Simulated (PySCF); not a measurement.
Species: Se(GeH3)2.
Bonds: Se1–Ge2, Se1–Ge6. Hydrogens: H3, H4, H5 on Ge2; H7, H8, H9 on Ge6.

Computed by this run: PySCF, PBE0-D3(BJ)/def2-SVP geometry optimisation, gas phase; density fitting, grid level 1; the optimiser is geomeTRIC in internal coordinates, started from a GFN2-xTB structure with every atom displaced at random (about 0.03 Å).

At the end of the run (lengths in Å): Se1–Ge2 2.356, Ge6–H7 1.536, Ge2–H3 1.536, Ge2–H5 1.539, Ge2–H4 1.539, Ge6–H8 1.539, Se1–Ge6 2.356, H3–Ge2–H4 110.7°, Se1–Ge2–H4 110.1°, H4–Ge2–H5 109.5°, Ge2–Se1–Ge6 95.3°.

Task: These geometries were met on the way; a selection of coordinates is given. Order them by energy above the end point, lowest first.
A. Se1–Ge2 2.259, Ge6–H7 1.463, Ge2–H3 1.471, Ge2–H5 1.483, Ge2–H4 1.490, Ge6–H8 1.502, Se1–Ge6 2.371, H3–Ge2–H4 106.2°, Se1–Ge2–H4 114.0°, H4–Ge2–H5 108.1°, Ge2–Se1–Ge6 95.7°
B. Se1–Ge2 2.356, Ge6–H7 1.536, Ge2–H3 1.535, Ge2–H5 1.539, Ge2–H4 1.539, Ge6–H8 1.539, Se1–Ge6 2.356, H3–Ge2–H4 110.6°, Se1–Ge2–H4 110.3°, H4–Ge2–H5 109.5°, Ge2–Se1–Ge6 95.3°
C. Se1–Ge2 2.347, Ge6–H7 1.544, Ge2–H3 1.549, Ge2–H5 1.548, Ge2–H4 1.550, Ge6–H8 1.545, Se1–Ge6 2.358, H3–Ge2–H4 108.9°, Se1–Ge2–H4 111.9°, H4–Ge2–H5 108.7°, Ge2–Se1–Ge6 96.2°

Result: B (0.000 eV), C (0.010 eV), A (0.261 eV).

```json
{"step": "3", "E above end (eV)": "0.000", "rms distance from the end, all atoms (Å)": "0.008", "largest force (eV/Å)": "under 0.02", "rms shift of all bonds from the end (Å)": "0.000"}
{"step": "1", "E above end (eV)": "0.010", "rms distance from the end, all atoms (Å)": "0.043", "largest force (eV/Å)": "0.389", "rms shift of all bonds from the end (Å)": "0.008"}
{"step": "0", "E above end (eV)": "0.261", "rms distance from the end, all atoms (Å)": "0.077", "largest force (eV/Å)": "1.546", "rms shift of all bonds from the end (Å)": "0.057"}
```

Rows stand in the order of the answer.
